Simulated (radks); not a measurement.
Task: These are the eigenvalues of the occupied orbitals of an atom or ion with whole-number occupations (hartree). Calculated with a radial shooting solver on a logarithmic mesh with Libxc functionals: scalar-relativistic Kohn-Sham, LDA (Slater exchange, Perdew-Wang correlation), spin-polarised, spherical densities, finite nucleus; Fermi nuclear charge, rms radius of each element as measured or else 0.836 A^(1/3) + 0.57 fm.

| orbital | eigenvalue |
|---|---|
| 1s | -1113.464 |
| 2s | -170.4039 |
| 2p | -153.1918 |
| 3s | -34.26896 |
| 3p | -28.65627 |
| 3d | -20.06274 |
| 4s | -6.54533 |
| 4p | -4.82135 |
| 4d | -2.31343 |
| 5s | -1.44771 |

Which element is it, and in what charge state? The configuration may be excited. Open shells, if any, are filled with parallel spins first.

Result: Z = 51, antimony, charge +3: Sb3+ in [Kr] 4d10 5s2. The list shows which subshells hold electrons but not how many an open one holds; the 1s level, -1113.5 hartree, gives Z - s = 47.2 by -(Z - s)^2/2, which with screening and relativity narrows Z to a few neighbours, and the depths of the outer levels then fix element, charge and occupations together.
